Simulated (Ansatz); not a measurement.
Consider the ligand exchange at the Si–C bond: `FC[SiH2]CCl` + `C=N` → `C=N[SiH2]CF` + `CCl`.

Isolated molecules relaxed with PBE0-D4/def2-TZVP in Ansatz; ΔE leaves out vibrations. CCSD(T)/CBS is the MP2 limit (def2-TZVPP, def2-QZVPP) plus CCSD(T) − MP2 in def2-TZVPP, frozen cores. This one scheme is used for every species. DFT in def2-TZVPP. B3LYP here is the variant with VWN-RPA as its local correlation; programs differ in this. Each species was taken in one conformer, which may not be the lowest.

Q: Is it downhill or uphill in electronic energy at CCSD(T)/CBS, and by how much? (Best estimate.)

A: The calculation gave: Downhill: ΔE = -43.0 kJ/mol.

Q: What do these levels give: PBE-D4, revPBE-D4, BLYP-D4, PBE0-D4, CAM-B3LYP-D4, revPBE, B3LYP, CAM-B3LYP, HF/def2-SVP, CCSD/def2-SVP, CCSD(T)/def2-TZVPP, SCS-MP2/def2-QZVPP? (Best estimate.)

A: Ansatz gave: PBE-D4 -40.3, revPBE-D4 -40.6, BLYP-D4 -46.2, PBE0-D4 -42.1, CAM-B3LYP-D4 -48.2, revPBE -43.2, B3LYP -50.5, CAM-B3LYP -50.1, HF/def2-SVP -49.9, CCSD/def2-SVP -36.1, CCSD(T)/def2-TZVPP -42.3, SCS-MP2/def2-QZVPP -48.2 kJ/mol.

Largest T1 diagnostic among the species: 0.012.

From BLYP to BHLYP (50 % exact exchange), in def2-TZVPP and without D4, ΔE moves by −3.3 kJ/mol. Leaving LDA and LC-ωPBE aside and taking each functional with its dispersion term where it has one, the values, not all of them listed here, spread over 9.7 kJ/mol, from BHLYP-D4 to PBE-D4.
